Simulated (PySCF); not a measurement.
A structure optimised at B3LYP-D3(BJ)/def2-SVP, used in a PySCF frequency run:

```xyz
7

Mo     0.0000     0.0000     0.0855
F     -1.5771    -0.9105    -0.2942
F      0.0000     1.8211    -0.2942
F      1.5771    -0.9105    -0.2942
H      0.0000    -0.9202     1.4511
H     -0.7969     0.4601     1.4511
H      0.7969     0.4601     1.4511
```

Task: Write its SMILES, formula and point group.

Result: [F][MoH3]([F])[F], F3H3Mo, C3v

Task: What are its rotational constants (standard atomic weights)?

Result: 4.6934, 4.6934, 2.6380 GHz
